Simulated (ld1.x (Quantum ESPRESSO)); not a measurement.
Ranking TM potentials for Pt (Z = 78)

All share these settings but for the change named:

| Item | Value |
| --- | --- |
| Element | platinum |
| Generator | ld1.x (Quantum ESPRESSO) 7.5 |
| Type | norm-conserving Troullier–Martins (Kleinman–Bylander form) |
| Functional | PBE |
| Relativity | non-relativistic |
| Frozen core | [Xe] 4f14 |
| Valence charge | 10 |
| Reference configuration | 5d9 6s0.75 6p0 (charge +0.25) |
| Partial waves | 6p (bound, empty): rc 3.45 bohr; 5d (bound): rc 1.30 bohr; 6s (bound): rc 2.80 bohr |
| Local potential | the s channel |
| Core correction | Bessel-smoothed model core, default radius (core density twice the valence density) |

Test errors are all-electron minus pseudo excitation energies from the reference, over 5d9 6s1 6p0; 5d9 6s0 6p0; 5d8 6s0 6p0; 5d8 6s1 6p0; 5d9.5 6s0.5 6p0; 5d9 6s0.5 6p0; 5d8 6s1 6p1. None of these files shows a bound ghost.

The base gives 133.8 meV.

Of 10 variants that were run, those that failed, showed a ghost or another fault, or gave nearly equal values are left out.

A variant can come out equal or close to the base, since the largest error may sit in a test that the change hardly touches while other tests move.

(1) Rank these variants by their largest absolute test error, smallest first.
A. all radii but the core radius scaled by about 1.40 (s 3.92, p 4.82, d 1.82 bohr)
B. all radii but the core radius scaled by about 1.31 (s 3.68, p 4.52, d 1.70 bohr)
C. all radii but the core radius scaled by about 0.91 (s 2.56, p 3.14, d 1.18 bohr)
D. all radii but the core radius scaled by about 1.23 (s 3.44, p 4.24, d 1.60 bohr)

## Answers

(1) C (139.6 meV), D (169.1 meV), B (193.1 meV), A (239.6 meV).
